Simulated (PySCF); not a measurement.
**Working with the constants of CsMg**

ROHF-CCSD(T) constants of CsMg, ²Σ⁺ (doublet), unpaired electrons σ ↑ (basis Cs def2-SVPD with ECP46, Mg def2-SVPD; scalar-relativistic core potentials; PySCF 2.14; masses 132.9054 and 23.9850 u):

| Item | Value |
| --- | --- |
| ωe | 41.0 cm⁻¹ |
| ωexe | 1.13 cm⁻¹ |
| Be | 0.038603 cm⁻¹ |
| αe | 0.000916 cm⁻¹ |
| D (centrifugal) | 1.37e-07 cm⁻¹ |
| De to Cs + Mg | 0.072 eV |

Q: Give the vibrational terms G(v) and spacings up to v = 4.

A: G(v) = ωe(v+½) − ωexe(v+½)².

```tsv
v	G(v) (cm⁻¹)	G(v) − G(v−1)	Bv (cm⁻¹)
0	20		0.03814
1	59	39	0.03723
2	95	36	0.03631
3	130	34	0.03540
4	162	32	0.03448
```

Q: How well does the Morse estimate ωe²/(4ωexe) reproduce De, and what is D0?

A: It gives 0.046 eV, 64 % of the computed De. D0 = De − G(0) = 0.072 − 0.003 = 0.069 eV.

Correlated steps freeze 1 core orbital. The bond is weak. Basis-set superposition, not corrected here, can be much of De in a small basis, most of all at correlated wavefunction levels. Spin–orbit coupling is left out. The state is the lowest determinant that a PBE0 search found; another state may lie lower at other levels.
